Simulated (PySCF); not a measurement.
SCF from a fresh guess for singlet Sr3, at the PBE0 minimum. PySCF input:

```python
from pyscf import gto, scf, dft
mol = gto.M(atom='''
Sr     1.246990     2.159850     0.000000
Sr    -2.493980    -0.000000     0.000000
Sr     1.246990    -2.159850     0.000000''',
    basis={'Sr': 'def2-TZVP'},
    ecp={'Sr': 'def2-TZVP'},
    charge=0, spin=0)
mf = dft.RKS(mol, xc='PBE0')
mf.grids.atom_grid = (50, 194)
aux = {'Sr': 'def2-universal-JKFIT'}
mf = mf.density_fit(auxbasis=aux)
mf.conv_tol = 1e-08
mf.diis_space = 10
mf.max_cycle = 60
mf.init_guess = 'minao'
mf.verbose = 4
mf.kernel()
```

Excerpt of the output (cycles and frontier levels):

```
init E= -87.1968933360478
  HOMO = -0.390401056585069  LUMO = -0.350810553897222  gap/eV = 1.07731
cycle= 1 E= -91.7842808453125  delta_E= -4.59  |g|= 0.732  |ddm|= 4.85
  HOMO = -0.0542290845786869  LUMO = 0.00923743713812808  gap/eV = 1.72701
cycle= 2 E= -91.6638757487498  delta_E= 0.12  |g|= 0.928  |ddm|= 4.72
  HOMO = -0.12135151369303  LUMO = -0.0610612214492758  gap/eV = 1.64058
cycle= 3 E= -92.0527971601517  delta_E= -0.389  |g|= 0.144  |ddm|= 2.39
  HOMO = -0.129946139339344  LUMO = -0.0610044218421657  gap/eV = 1.87600
cycle= 4 E= -92.0594952379869  delta_E= -0.0067  |g|= 0.0234  |ddm|= 0.315
  HOMO = -0.131605511871859  LUMO = -0.0607352911410686  gap/eV = 1.92848
cycle= 5 E= -92.0598107406624  delta_E= -0.000316  |g|= 0.00678  |ddm|= 0.173
  HOMO = -0.132401045357521  LUMO = -0.0616919894729691  gap/eV = 1.92409
cycle= 6 E= -92.059840524427  delta_E= -2.98e-05  |g|= 0.000887  |ddm|= 0.037
  HOMO = -0.132432299076209  LUMO = -0.0617241489283906  gap/eV = 1.92407
cycle= 7 E= -92.0598415220571  delta_E= -9.98e-07  |g|= 0.000199  |ddm|= 0.00827
  HOMO = -0.132451140284218  LUMO = -0.0617531974021592  gap/eV = 1.92379
cycle= 8 E= -92.0598415600881  delta_E= -3.8e-08  |g|= 5.61e-05  |ddm|= 0.00205
  HOMO = -0.13244439508544  LUMO = -0.061742893843675  gap/eV = 1.92389
cycle= 9 E= -92.0598415623929  delta_E= -2.3e-09  |g|= 2.04e-05  |ddm|= 0.000479
  HOMO = -0.132444291953786  LUMO = -0.061742700098844  gap/eV = 1.92389
Extra cycle  E= -92.0598415620352  delta_E= 3.58e-10  |g|= 3.29e-05  |ddm|= 0.00018
converged SCF energy = -92.0598415620352
```

No lower solution of this spin was found by a stability analysis within the restricted form, which does not test spin polarisation.

The search for the lowest solution, with the stability check, took 3.8 s on 2 threads of a shared Arm Neoverse N1 host, with 99 basis functions; the process peaked at 0.31 GiB.
